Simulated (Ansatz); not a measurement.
CH₃ClOS₂W (`C[O][W](=[S])(=[S])[Cl]`). The species carries charge 0 and has multiplicity 1. W: def2 effective core potential. The structure was optimised at the PBE0-D4/def2-TZVP level. It is one conformer, not always the lowest.

```xyz
9

C    -0.173    0.735   -1.454
O     0.346    0.466   -0.177
W     0.220   -0.595    1.307
S     0.446   -2.615    0.701
S    -1.723   -0.365    2.128
Cl    1.789   -0.052    2.838
H     0.397    1.559   -1.888
H    -1.225    1.018   -1.371
H    -0.077   -0.152   -2.084
```

Task: What is the dipole moment at r2SCAN/def2-TZVPP? (An estimate is asked.)

Result: Computed: 3.59 D, with components (0.25, 2.04, -2.95) D in this frame, pointing from negative to positive charge.

Task: And with PBE, B3LYP, ωB97M-V? (Best estimate.)

Result: Computed: PBE 3.51 D, B3LYP 3.44 D, ωB97M-V 3.40 D.

Task: Give the Mulliken charges with r2SCAN, PBE, B3LYP in def2-TZVPP. (An estimate is asked.)

Result: The calculation gave: 
```json
{"atom": "C1", "r2SCAN": "0.02", "PBE": "-0.12", "B3LYP": "-0.10"}
{"atom": "O2", "r2SCAN": "-0.35", "PBE": "-0.27", "B3LYP": "-0.36"}
{"atom": "W3", "r2SCAN": "0.74", "PBE": "0.59", "B3LYP": "0.72"}
{"atom": "S4", "r2SCAN": "-0.22", "PBE": "-0.19", "B3LYP": "-0.21"}
{"atom": "S5", "r2SCAN": "-0.22", "PBE": "-0.19", "B3LYP": "-0.21"}
{"atom": "Cl6", "r2SCAN": "-0.22", "PBE": "-0.18", "B3LYP": "-0.21"}
{"atom": "H7", "r2SCAN": "0.08", "PBE": "0.12", "B3LYP": "0.12"}
{"atom": "H8", "r2SCAN": "0.08", "PBE": "0.12", "B3LYP": "0.12"}
{"atom": "H9", "r2SCAN": "0.08", "PBE": "0.12", "B3LYP": "0.12"}
```

B3LYP here is the variant with VWN-RPA as its local correlation; programs differ in this.
